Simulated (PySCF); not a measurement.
PySCF 2.14 output of a UHF calculation on a single atom or ion in x2c-QZVPPall with one added diffuse shell each of s, p, d, f type (14s10p8d5f1g, 128 functions), with the spin-free X2C one-electron Hamiltonian (Gaussian nucleus):

```
SCF conv_tol = 1e-09
number electrons alpha = 27  beta = 24
cycle= 1 E= -6477.8326233244  delta_E= -0.00314  |g|= 0.0184  |ddm|= 0.0862
cycle= 2 E= -6477.83301432512  delta_E= -0.000391  |g|= 0.00698  |ddm|= 0.0374
cycle= 3 E= -6477.83310814461  delta_E= -9.38e-05  |g|= 0.00119  |ddm|= 0.0333
cycle= 4 E= -6477.83311899229  delta_E= -1.08e-05  |g|= 0.000716  |ddm|= 0.0142
cycle= 5 E= -6477.83312306661  delta_E= -4.07e-06  |g|= 0.000396  |ddm|= 0.009
cycle= 6 E= -6477.8331254603  delta_E= -2.39e-06  |g|= 8.57e-05  |ddm|= 0.0118
cycle= 7 E= -6477.8331255471  delta_E= -8.68e-08  |g|= 1.5e-05  |ddm|= 0.00246
cycle= 8 E= -6477.83312554767  delta_E= -5.68e-10  |g|= 3.68e-06  |ddm|= 0.000267
converged SCF energy = -6477.83312554767  <S^2> = 3.7594277  2S+1 = 4.0047111
```

The run itself started from symmetry-adapted Hartree-Fock orbitals and held the occupation by maximum overlap, so the iterations belong to that start.

Which element, charge and spin multiplicity is this?

Sb (antimony, neutral), multiplicity 4; the state was [Kr] 4d10 5s2 5p2 6s1, high-spin 4P determinant (an excited configuration).

The outer electron is Rydberg-like, and this basis confines it to a smaller radius and binds it less than a complete one would.
